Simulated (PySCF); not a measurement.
## K2⁺: a base run and its variants

Base input, run as `OMP_NUM_THREADS=1 python input.py` with PySCF 2.14:

```python
from pyscf import gto, scf, cc

mol = gto.M(
    atom='K 0 0 0; K 0 0 4.19',
    basis='sapporo-dkh3-dzp-2012',
    charge=1,
    spin=1,
    verbose=4,
)
mf = scf.UHF(mol)
mf = mf.sfx2c1e()
mf = mf.density_fit(auxbasis='def2-universal-jkfit')
mf.kernel()
mycc = cc.CCSD(mf)
mycc.kernel()
mf.dip_moment()
print('orbital energies (hartree):', [e[max(0, n-3):n+3].round(4) for e, n in zip(mf.mo_energy, mol.nelec)])
```

Base result: E(SCF) = -1202.768245 Eh, 9 cycles, E(CCSD) − E(SCF) = -0.40501 Eh, ⟨S²⟩ = 0.750. The bond length is a typed value, not an optimised one. The dipole of an ion depends on the origin. No search for the lowest solution was made.

It ran on Intel Xeon Platinum 8488C (1 thread, shared host) in 15 s, peak memory 0.29 GiB.

Each row names what differs from the base; energies in brackets are changes from the base.

```tsv
change	result	wall time (s)
functional: none (Hartree–Fock) → m062x; SCF type: UHF → UKS; step after the SCF: ccsd → analyze	E(SCF) = -1204.310827 Eh, 8 cycles, ⟨S²⟩ = 0.750	6.2
geometry: bond 4.19 → bond 3.897	E(SCF) = -1202.764122 Eh (+0.1122 eV), 8 cycles, E(CCSD) − E(SCF) = -0.40575 Eh, ⟨S²⟩ = 0.750	13
geometry: bond 4.19 → bond 4.064	E(SCF) = -1202.766739 Eh (+0.0410 eV), 9 cycles, E(CCSD) − E(SCF) = -0.40531 Eh, ⟨S²⟩ = 0.750	14
step after the SCF: ccsd → optimize	E(SCF) = -1202.768245 Eh (+0.0000 eV), 9 cycles, ⟨S²⟩ = 0.750, all at the start geometry; optimised bond 4.816 Å with E = -1202.771184 Eh after 6 steps	5.8
SCF type: UHF → ROHF	E(SCF) = -1202.768189 Eh (+0.0015 eV), 8 cycles, E(CCSD) − E(SCF) = -0.40507 Eh	13
cycle limit: 50 → 5	not converged: SCF after 5 cycles	15
density fitting: def2-universal-jkfit → none	E(SCF) = -1202.767988 Eh (+0.0070 eV), 9 cycles, E(CCSD) − E(SCF) = -0.40495 Eh, ⟨S²⟩ = 0.750	12
PCM solvent, dielectric constant: none → 2.27; step after the SCF: ccsd → analyze	E(SCF) = -1202.804439 Eh (-0.9849 eV), 9 cycles, ⟨S²⟩ = 0.750	3.8
spin-free X2C: on → off [unsound on purpose]	E(SCF) = -1196.738415 Eh, 9 cycles, E(CCSD) − E(SCF) = -0.40640 Eh, ⟨S²⟩ = 0.750	16
initial guess: minao → chk (no such guess here, so PySCF falls back to its default)	E(SCF) = -1202.768245 Eh (+0.0000 eV), 9 cycles, E(CCSD) − E(SCF) = -0.40501 Eh, ⟨S²⟩ = 0.750	12
SCF type: UHF → RHF [runs as restricted open-shell]	E(SCF) = -1202.768189 Eh (+0.0015 eV), 8 cycles, E(CCSD) − E(SCF) = -0.40507 Eh	14
```

Order these changes by how far they move the SCF energy from the base, largest first: (1) PCM solvent, dielectric constant: none → 2.27; step after the SCF: ccsd → analyze; (2) density fitting: def2-universal-jkfit → none; (3) geometry: bond 4.19 → bond 3.897; (4) geometry: bond 4.19 → bond 4.064.

(1) -0.9849 eV, (3) +0.1122 eV, (4) +0.0410 eV, (2) +0.0070 eV.
